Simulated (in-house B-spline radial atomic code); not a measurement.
# Nb II (Nb+): [Kr] 4d4

Method: Dirac-Kohn-Sham B3LYP, spherical fractional occupations, Fermi nucleus of rms radius 4.324 fm. Calculated with an all-electron radial atomic-structure program (B-spline basis).

Z_r = [3n² - l(l+1)]/(2<r>); Z_e = n√(-2ε); the last column is Slater's effective charge. Values are occupation-weighted means over j. An effective charge above Z reflects the relativistic contraction of the inner shells.

```json
{"shell": "1s", "electrons": "2", "ε (eV)": "-18868", "<r> (bohr)": "0.03609", "Z_r": "41.56", "Z_e": "37.24", "Slater": "40.70"}
{"shell": "2s", "electrons": "2", "ε (eV)": "-2659.7", "<r> (bohr)": "0.1577", "Z_r": "38.05", "Z_e": "27.96", "Slater": "36.85"}
{"shell": "2p", "electrons": "6", "ε (eV)": "-2376.1", "<r> (bohr)": "0.1376", "Z_r": "36.34", "Z_e": "26.43", "Slater": "36.85"}
{"shell": "3s", "electrons": "2", "ε (eV)": "-455.96", "<r> (bohr)": "0.4426", "Z_r": "30.50", "Z_e": "17.37", "Slater": "29.75"}
{"shell": "3p", "electrons": "6", "ε (eV)": "-362.52", "<r> (bohr)": "0.4452", "Z_r": "28.08", "Z_e": "15.49", "Slater": "29.75"}
{"shell": "3d", "electrons": "10", "ε (eV)": "-209.03", "<r> (bohr)": "0.4328", "Z_r": "24.26", "Z_e": "11.76", "Slater": "19.85"}
{"shell": "4s", "electrons": "2", "ε (eV)": "-68.45", "<r> (bohr)": "1.16", "Z_r": "20.69", "Z_e": "8.97", "Slater": "13.25"}
{"shell": "4p", "electrons": "6", "ε (eV)": "-43.522", "<r> (bohr)": "1.302", "Z_r": "17.66", "Z_e": "7.15", "Slater": "13.25"}
{"shell": "4d", "electrons": "4", "ε (eV)": "-9.3055", "<r> (bohr)": "2.095", "Z_r": "10.02", "Z_e": "3.31", "Slater": "3.95"}
```

The least bound orbital is 4d5/2 at -9.242 eV, and it is also the most diffuse (<r> = 2.105 bohr).

Spin-orbit splittings of the orbital energies (j = l + 1/2 above j = l - 1/2 when positive): 2p 95.95 eV, 3p 15.67 eV, 3d 2.911 eV, 4p 2.148 eV, 4d 0.1596 eV.

For the 1s electron the small component carries 2.23 % of the norm, the zero-frequency Breit interaction raises the level by 35.83 eV, self-energy by 19.5 eV, and vacuum polarisation lowers it by 2.215 eV.

Caution: exact exchange at fractional occupations of open shells leaves self-interaction of up to several eV.
